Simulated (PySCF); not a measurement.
ClH$_{2}$O$_{2}$Si, FH$_{2}$O$_{2}$Si (calculated)

Computed with PySCF 2.14.0. Calculation on a computer-drawn molecule: optimised geometry and harmonic frequencies of an isolated molecule of the commonest isotopes, restricted reference for singlets and unrestricted otherwise, frozen core in MP2.

Common to all runs: method MP2.

(1) ClH$_{2}$O$_{2}$Si

Start structure:
```xyz
6
ClH2O2Si
O     -0.9488    -1.2978     0.4390
Si    -1.3446    -1.3149    -1.1470
O     -0.6412    -2.5535    -1.9560
Cl    -0.6320     0.3936    -2.0686
H     -0.0905    -1.0010     0.7108
H     -0.7902    -3.4353    -1.6447
```

* charge: 0
* multiplicity: 2
* basis: cc-pV(D+d)Z
* rotational constants: 6.768, 3.556, 2.506 GHz
* total energy: -900.0325 hartree
* spin squared: 0.7535
* convergence status largest gradient component: 2.37e-05 hartree/bohr

Drawn bonds:
| atom | other atom | order |
| --- | --- | --- |
| 1 | 2 | 1 |
| 2 | 3 | 1 |
| 2 | 4 | 1 |
| 1 | 5 | 1 |
| 3 | 6 | 1 |

Optimised structure:
```xyz
6
ClH2O2Si
O     -0.9676    -1.2993     0.4816
Si    -1.3287    -1.3283    -1.1392
O     -0.5874    -2.5606    -1.9781
Cl    -0.6406     0.3876    -2.0629
H     -0.0819    -0.9678     0.6957
H     -0.8412    -3.4405    -1.6637
```

Modes:
| frequency (cm⁻¹) | reduced mass (dalton) |
| --- | --- |
| 151.2 | 1.29 |
| 212.5 | 1.352 |
| 243.4 | 5.499 |
| 295.7 | 2.767 |
| 360.3 | 6.058 |
| 540.8 | 11.07 |
| 778.6 | 2.582 |
| 838.5 | 1.794 |
| 868.2 | 1.559 |
| 933.7 | 4.088 |
| 3842 | 1.066 |
| 3868 | 1.066 |

(2) FH$_{2}$O$_{2}$Si

Start structure:
```xyz
6
FH2O2Si
O      0.6309    -0.1010     0.5544
Si    -0.6144     0.4709    -0.1480
O     -2.0738     0.1130     0.6181
F     -0.6951     2.1056    -0.2593
H     -0.8508     0.0960    -1.5747
H     -1.8917    -0.3596     1.4131
```

- charge: -1
- multiplicity: 1
- basis: aug-cc-pV(D+d)Z
- total energy: ?
- rotational constants: ?

Drawn bonds:
| atom | other atom | order |
| --- | --- | --- |
| 1 | 2 | 1 |
| 2 | 3 | 1 |
| 2 | 4 | 1 |
| 2 | 5 | 1 |
| 3 | 6 | 1 |

To be estimated
1. Give the missing total energy for FH$_{2}$O$_{2}$Si (entry 2).
2. Give the missing rotational constants for FH$_{2}$O$_{2}$Si (entry 2).
3. Give the table of modes values for FH$_{2}$O$_{2}$Si (entry 2).

Calculated values
1. -540.2180 hartree
2. 7.135, 6.612, 3.872 GHz
3. 
Modes:
| frequency (cm⁻¹) | reduced mass (dalton) |
| --- | --- |
| 233.4 | 2.073 |
| 278.7 | 4.826 |
| 338.5 | 2.117 |
| 405.9 | 10.49 |
| 703.6 | 15.93 |
| 746.4 | 9.047 |
| 840.1 | 1.15 |
| 875.7 | 1.104 |
| 941.4 | 1.293 |
| 1084 | 6.89 |
| 2165 | 1.04 |
| 3846 | 1.065 |

Further results for FH$_{2}$O$_{2}$Si (entry 2):

- convergence status largest gradient component: 1.761e-05 hartree/bohr

Optimised structure:
```xyz
6
FH2O2Si
O      0.6677    -0.1231     0.5697
Si    -0.6083     0.4695    -0.1505
O     -2.1104     0.1145     0.6179
F     -0.6990     2.1403    -0.2765
H     -0.8558     0.0976    -1.5798
H     -1.8891    -0.3739     1.4228
```
